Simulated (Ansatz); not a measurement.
Saddle point of BNH6O3, closed shell (BH₃O₃ ([OH][B]([OH])[OH]) + NH₃ → BNH₄O₂ ([NH2][B]([OH])[OH]) + H₂O; bonds formed: O2–H5; dative contacts that become bonds: B1–N6; bonds broken: B1–O2, H5–N6), PBE0-D4/def2-TZVP structure:

```json
{"atom": "B1", "x (Å)": "-0.3433", "y (Å)": "-0.0774", "z (Å)": "-0.1771"}
{"atom": "O2", "x (Å)": "1.1514", "y (Å)": "0.4545", "z (Å)": "-0.7593"}
{"atom": "O3", "x (Å)": "-0.6913", "y (Å)": "-1.2563", "z (Å)": "-0.8540"}
{"atom": "O4", "x (Å)": "-1.2767", "y (Å)": "0.9677", "z (Å)": "-0.2021"}
{"atom": "H5", "x (Å)": "1.2355", "y (Å)": "0.3114", "z (Å)": "0.4049"}
{"atom": "N6", "x (Å)": "0.3250", "y (Å)": "-0.1972", "z (Å)": "1.2417"}
{"atom": "H7", "x (Å)": "1.0836", "y (Å)": "1.3788", "z (Å)": "-1.0163"}
{"atom": "H8", "x (Å)": "0.0635", "y (Å)": "-1.6876", "z (Å)": "-1.2550"}
{"atom": "H9", "x (Å)": "-1.8899", "y (Å)": "0.8427", "z (Å)": "-0.9286"}
{"atom": "H10", "x (Å)": "-0.0893", "y (Å)": "0.3981", "z (Å)": "1.9450"}
{"atom": "H11", "x (Å)": "0.4315", "y (Å)": "-1.1348", "z (Å)": "1.6009"}
```

Energies are electronic, without zero-point energy. Barriers and step energies count from the start structure reached by relaxing down the imaginary mode; all methods use the PBE0-D4 structures, on which another method's saddle can fall below an end. Computed with Ansatz 0.2.0 (basis: def2-TZVPP, with def2-QZVPP for the basis limit); correlated methods freeze the cores. B3LYP uses VWN-RPA correlation. Extrapolation: Hartree–Fock as exp(−7.88 √X), correlation as X^−2.97.

| method | barrier (eV) | step energy (eV) |
| --- | --- | --- |
| SPW92 | 0.888 | 0.179 |
| PBE-D4 | 1.042 | 0.043 |
| BLYP-D4 | 1.144 | -0.045 |
| r2SCAN-D4 | 1.161 | 0.099 |
| B97M-V | 1.312 | 0.069 |
| PBE0-D4 | ? | 0.098 |
| B3LYP-D4 | 1.240 | 0.006 |
| r2SCAN0-D4 | ? | 0.131 |
| BHLYP-D4 | ? | 0.061 |
| CAM-B3LYP-D4 | 1.254 | 0.056 |
| wB97X-V | 1.261 | 0.123 |
| wB97M-V | 1.244 | 0.102 |
| B2PLYP | 1.270 | 0.042 |
| PBE-QIDH | 1.267 | 0.153 |
| RPA on PBE | 1.278 | 0.147 |
| HF | 1.697 | -0.007 |
| MP2 | 1.252 | 0.140 |
| CCSD | 1.375 | 0.126 |
| CCSD(T) | 1.305 | 0.137 |

**Question.** Fill in the withheld barriers. (Judge from chemistry; the value comes from the calculation.)

**Answer.** The calculation gives: r2SCAN0-D4 1.249; PBE0-D4 1.177; BHLYP-D4 1.403 eV. Each is the energy of the saddle less that of the start structure, by the same method.

For comparison, the barrier by CCSD(T) at an estimated basis limit (MP2 extrapolated from triple and quadruple zeta, plus CCSD(T) − MP2 in triple zeta) is 1.318 eV.

No T1 diagnostic of these runs exceeds 0.012.

Labels in which every atom is bracketed show which atoms are joined, not bond orders.

For scale, one of the runs: CCSD(T)/def2-TZVPP, 239 basis functions, launched by `ansatz run in.yaml --threads 4 --pin off --events-out ev --progress --plain --max-ram 9574MiB`. The run took 3 min on 4 CPU threads of an Arm Neoverse V1 (shared host), with 5 GiB of host memory at its peak.
